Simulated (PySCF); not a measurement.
## Correlation energy of Cl (chlorine, neutral)

[Ne] 3s2 3p4 4s1, high-spin 4P determinant (an excited configuration). Calculation: PySCF 2.14, in aug-cc-pCVTZ-DK with one added diffuse shell each of s, p, d, f type (9s8p6d4f, 91 functions); scalar relativity by spin-free X2C-1e. Frozen: 1s2; 15 electrons correlated.

| level | correlation energy (mhartree) |
| --- | --- |
| CCSD | -461.89 |
| (T) | -7.74 |
| CCSD(T) | -469.63 |

Diagnostics: T1 = 0.014, D1 = 0.0693, largest double amplitude 0.036.

The outer electron is Rydberg-like, and this basis confines it to a smaller radius and binds it less than a complete one would.

Cost of the coupled-cluster step: about 110 core-seconds, for 15 correlated electrons.
